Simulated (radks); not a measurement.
Question: The zirconium ion Zr4+, [Kr]. All-electron calculation, non-relativistic Kohn-Sham, exchange-only B88, spin-polarised, spherical densities, point nucleus. Program: a radial shooting solver on a logarithmic mesh with Libxc functionals. Every spin shell is full or empty, so the densities are truly spherical. Functionals are evaluated on that one density, not self-consistently. Rank these exchange functionals by their error against the exact value of the orbitals, and give that value: LDA, PBE, RPBE, PW91, WC, AM05, B86b, G96, APBE, TPSS, r2SCAN, Tao-Mo.

Answer: Exact: -109.423 hartree. From best to worst, with 100 (|E| - |E exact|)/|E exact| (equal figures are ties): B86b 0.00, PW91 -0.03, r2SCAN -0.06, TPSS -0.19, RPBE -0.22, G96 +0.31, APBE +0.35, PBE -0.46, Tao-Mo -0.74, WC -0.97, AM05 -4.96, LDA -5.39.
